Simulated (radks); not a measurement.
These are the eigenvalues of the occupied orbitals of an atom or ion with whole-number occupations (hartree). Calculated with a radial shooting solver on a logarithmic mesh with Libxc functionals: Dirac Kohn-Sham, PBE, spin-unpolarised, spherical densities, finite nucleus; Fermi nuclear charge, rms radius of each element as measured or else 0.836 A^(1/3) + 0.57 fm.

orbital  eigenvalue
1s1/2     -88.40795
2s1/2      -7.77922
2p1/2      -5.78146
2p3/2      -5.73506
3s1/2      -0.63413
3p1/2      -0.25960
3p3/2      -0.25653

Which element is it, and in what charge state? The configuration may be excited. Open shells, if any, are shared by 2j + 1.

Answer. Z = 16, sulfur, charge 0: S in [Ne] 3s2 3p4. The list shows which subshells hold electrons but not how many an open one holds; the 1s level, -88.408 hartree, gives Z - s = 13.3 by -(Z - s)^2/2, which with screening and relativity narrows Z to a few neighbours, and the depths of the outer levels then fix element, charge and occupations together.
